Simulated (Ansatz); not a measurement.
Relaxation of Cl4Si (5 atoms, charge 0, multiplicity 1), to a largest force component of 0.02 eV/Å in at most 40 steps.

Theory: Ansatz, RKS r2SCAN-D4/def2-SVP.

```xyz
5
Properties=species:S:1:pos:R:3:forces:R:3
Si 0.000 0.000 0.000 0.02 0.00 0.01
Cl 0.000 0.000 2.130 0.00 0.00 -1.63
Cl 2.009 0.000 -0.709 -1.54 0.00 0.54
Cl -1.003 1.738 -0.709 0.76 -1.32 0.54
Cl -1.003 -1.738 -0.709 0.76 1.32 0.54
```

Question: Where does it end, and by what steps?

Answer: It converged. After 3 steps the energy has fallen by 0.311 eV; Cl3 moved furthest, 0.09 Å.

```csv
step,energy less start (eV),largest force component (eV/Å),accepted
0,0.0000,1.628,yes
1,-0.3088,0.151,yes
2,-0.3106,0.044,yes
3,-0.3107,0.003,yes
```

```xyz
5
Properties=species:S:1:pos:R:3
Si 0.000 0.000 0.000
Cl 0.000 0.000 2.041
Cl 1.924 0.000 -0.679
Cl -0.961 1.666 -0.680
Cl -0.961 -1.666 -0.680
```

Whether the end is a true minimum wasn't checked by a vibrational analysis.

Time of the run: 6.9 s on 4 threads of AMD EPYC 7B13 (Zen 3), with other jobs on the host, peak memory 0.18 GiB.
